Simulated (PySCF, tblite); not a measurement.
Isomers of C5H14OSSi2. Calculated harmonic vibrations of the isolated species, GFN2-xTB (tblite), most abundant isotopes, no scaling. The method is semi-empirical: single wavenumbers can be off by several per cent or more. Modes of hydrogen on silicon and sulfur can be 10 to 20 % off. One conformer each.

Electronic energies: PBE0/pcSseg-1 single points on the GFN2-xTB geometries (PySCF, gas phase).

```json
{"SMILES": "C[C@@H]([SiH3])[C@](C)(C=O)S[SiH3]", "electronic energy, lowest = 0 (kJ/mol)": "223.9"}
{"SMILES": "CS[SiH2][SiH2]C(C)(C)C=O", "electronic energy, lowest = 0 (kJ/mol)": "187.5"}
{"SMILES": "CS[SiH2]C[C@H]([SiH3])C(C)=O", "electronic energy, lowest = 0 (kJ/mol)": "163.2"}
{"SMILES": "O[Si@H](CC1CCC1)[SiH2]S", "electronic energy, lowest = 0 (kJ/mol)": "97.4"}
{"SMILES": "C[Si]1(C)C[C@@H](S[SiH3])CO1", "electronic energy, lowest = 0 (kJ/mol)": "0.0"}
```

Q: How do GFN2-xTB zero-point energies change the relative energies?

A: 
```csv
SMILES,ZPE (kJ/mol),of it from modes above 1550 cm⁻¹,electronic (kJ/mol),"with ZPE, lowest = 0 (kJ/mol)",lowest mode (cm⁻¹),rings
C[Si]1(C)C[C@@H](S[SiH3])CO1,465.0,239.9,0.0,0.0,13,1
O[Si@H](CC1CCC1)[SiH2]S,461.7,237.0,97.4,94.0,30,1
CS[SiH2]C[C@H]([SiH3])C(C)=O,448.9,240.4,163.2,147.1,19,0
CS[SiH2][SiH2]C(C)(C)C=O,453.3,242.6,187.5,175.8,27,0
C[C@@H]([SiH3])[C@](C)(C=O)S[SiH3],443.7,235.9,223.9,202.6,66,0
```

The zero-point energies span 21.3 kJ/mol, from `C[C@@H]([SiH3])[C@](C)(C=O)S[SiH3]` to `C[Si]1(C)C[C@@H](S[SiH3])CO1`. The order is unchanged.

Q: And how do the electronic energies of GFN2-xTB itself compare?

A: `C[Si]1(C)C[C@@H](S[SiH3])CO1` 0.0; `O[Si@H](CC1CCC1)[SiH2]S` 14.6; `CS[SiH2]C[C@H]([SiH3])C(C)=O` 115.6; `CS[SiH2][SiH2]C(C)(C)C=O` 181.1; `C[C@@H]([SiH3])[C@](C)(C=O)S[SiH3]` 128.1 kJ/mol, lowest = 0. Against the energies above, taken from the same isomer `C[Si]1(C)C[C@@H](S[SiH3])CO1`, the largest difference is 95.8 kJ/mol.

Q: What do entropy and thermal enthalpy add at 298.15 K and 1 bar (rigid rotor, harmonic oscillator, one conformer each)?

A: 
```csv
SMILES,point group,symmetry number,S (J/(mol K)),H − H(0) (kJ/mol),ZPE + H − H(0) − TS (kJ/mol)
O[Si@H](CC1CCC1)[SiH2]S,C1,1,496.3,38.07,351.7
CS[SiH2][SiH2]C(C)(C)C=O,C1,1,514.4,41.34,341.2
C[C@@H]([SiH3])[C@](C)(C=O)S[SiH3],C1,1,484.0,39.61,339.0
```

Not tabulated: `C[Si]1(C)C[C@@H](S[SiH3])CO1` (lowest mode only 13 cm⁻¹); `CS[SiH2]C[C@H]([SiH3])C(C)=O` (lowest mode only 19 cm⁻¹).
